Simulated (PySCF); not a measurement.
B3LYP has the VWN-RPA correlation part, as in Gaussian. 

Z-matrix (Å, degrees):
```
Si
H 1 1.4861
H 1 1.4874 2 107.93
Si 1 2.3443 2 109.59 3 118.44
H 4 1.4836 1 112.08 2 -59.86
H 4 1.4840 5 108.59 1 -121.60
H 4 1.4850 5 108.36 6 -117.16
Si 1 2.3452 2 110.86 3 -120.44
H 8 1.4858 1 110.15 2 57.70
H 8 1.4860 9 107.62 1 118.01
C 8 1.8815 9 110.20 10 120.01
H 11 1.0911 8 110.95 9 -58.54
H 11 1.0913 12 108.11 8 -121.64
H 11 1.0914 12 108.13 13 -116.62
```
Charge 0, spin multiplicity 1.

Task: Give the dipole moment, HOMO–LUMO gap, HOMO, LUMO and total energy at the level PySCF with B3LYP-D3(BJ)/def2-TZVP.

Result: 
| Item | Value |
|---|---|
| dipole moment | 0.77 D |
| HOMO–LUMO gap | 7.25 eV |
| HOMO | -7.57 eV |
| LUMO | -0.32 eV |
| total energy | -912.7350 Ha |
